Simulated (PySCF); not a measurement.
Al(H)(Me)(NCO) (C2H4AlNO), SMILES [CH3][AlH][N]=C=O.

Geometry: B3LYP-D3(BJ)/def2-SVP. The geometry has at least one imaginary mode, so it is a saddle point at that level. The structure was generated by enumeration; whether it is a known compound was not checked. Other conformers were not sampled.

Two levels are set side by side: TDDFT-PBE/def2-SVPD (PySCF) and TDDFT-ωB97X/def2-SVPD (PySCF). Vertical, same geometry. The lowest singlet is HOMO→LUMO 100 % with PBE and HOMO→LUMO 93 % with the other functional; states are paired by order. Differences are taken from unrounded values.

```tsv
quantity	TDDFT-ωB97X	TDDFT-PBE	TDDFT-PBE minus TDDFT-ωB97X
lowest singlet excitation (eV)	5.65	4.72	-0.94
lowest triplet excitation (TDA) (eV)	5.42	4.52	-0.90
first bright state (f over 0.05) (eV)	6.88	5.64	-1.24
its oscillator strength	0.08	0.09	0.02
```

A lower first singlet is the usual sign of a functional without exact exchange. Differences between two approximate levels are no errors against the true value.

Rough cost on one machine, each run with all the roots and properties that it gave: TDDFT-ωB97X against TDDFT-PBE about 7 times.
